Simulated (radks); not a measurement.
Q: Valence configurations of neutral vanadium (all share [Ar]). All-electron calculation, non-relativistic Kohn-Sham, r2SCAN, spin-unpolarised, spherical densities, point nucleus; meta-GGA in the generalised Kohn-Sham scheme. Program: a radial shooting solver on a logarithmic mesh with Libxc functionals. Order these by energy: 3d3.5 4s1.5; 3d2 4s2 4p1; 3d2.5 4s1 4p1.5; 3d3 4s2; 3d5; 3d3 4s1.5 4p0.5; 3d1 4s1 4p3; 3d4 4p1; 3d3 4s1 4p1; 3d2.5 4s2 4p0.5.

A: From the lowest, in eV above it: 3d3 4s2 0.000; 3d3.5 4s1.5 0.085; 3d3 4s1.5 4p0.5 1.744; 3d2.5 4s2 4p0.5 2.439; 3d5 2.439; 3d4 4p1 3.424; 3d3 4s1 4p1 3.469; 3d2 4s2 4p1 5.941; 3d2.5 4s1 4p1.5 6.211; 3d1 4s1 4p3 21.412. NIST lists [Ar] 3d3 4s2 as the ground configuration; this level of theory agrees among the configurations tried. The energies are those of spherical spin-averaged densities, not of single terms.
